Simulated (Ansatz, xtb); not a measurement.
# Redistribution: BBr3 + BBrCl2 → 2 BBr2Cl

Species: BBr3 (boron tribromide) `BrB(Br)Br`, singlet; BBrCl2 (bromodichloroborane) `ClB(Cl)Br`, singlet; BBr2Cl (dibromo(chloro)borane) `ClB(Br)Br`, singlet. The partners trade Br for Cl; both sit on B, so the bond types are kept.

Shapes, held fixed at every level: PBE0-D4/def2-TZVP. Programs: Ansatz 0.2.0, xtb 6.7.1. The zero-point and thermal change to 298 K, harmonic and unscaled (PBE0-D4/def2-TZVP), is 0.0 kJ/mol.

**What was measured.** Tabulated heats of formation (NIST-JANAF tables): BBr3 -204.2; BBrCl2 -336.8; BBr2Cl -272.0 kJ/mol, which give ΔH(298 K) = -2.9 kJ/mol.

```
               level                   kind  ΔH (kJ/mol)  computed − measured  CPU time (all species)
            GFN0-xTB         semi-empirical         +3.1                 +6.0                  0.16 s
    SPW92/def2-TZVPP                    LDA         +0.1                 +3.0                   8.5 s
   PBE-D4/def2-TZVPP                    GGA         +0.2                 +3.1                    16 s
r2SCAN-D4/def2-TZVPP               meta-GGA         +0.2                 +3.1                    37 s
  PBE0-D4/def2-TZVPP          global hybrid         +0.3                 +3.2                    26 s
        MP2/def2-SVP    perturbation theory         +0.5                 +3.4                       –
     CCSD/def2-TZVPP  coupled cluster or CI         +0.5                 +3.5                       –
  CCSD(T)/def2-TZVPP  coupled cluster or CI         +0.6                 +3.5                 3.1 min
```

Nearest: SPW92/def2-TZVPP (+3.0); farthest: GFN0-xTB (+6.0). 8 of 8 levels lie within 10 kJ/mol. The tabulated values of BBr3, BBrCl2, BBr2Cl are in doubt (older tables, estimates, or at odds with other calculations) and kept here. Relativity is left out for Br. Outer-core shells of Br are correlated, in sets that cover them unevenly. Times are processor times on shared x86 and Arm servers, and rough.
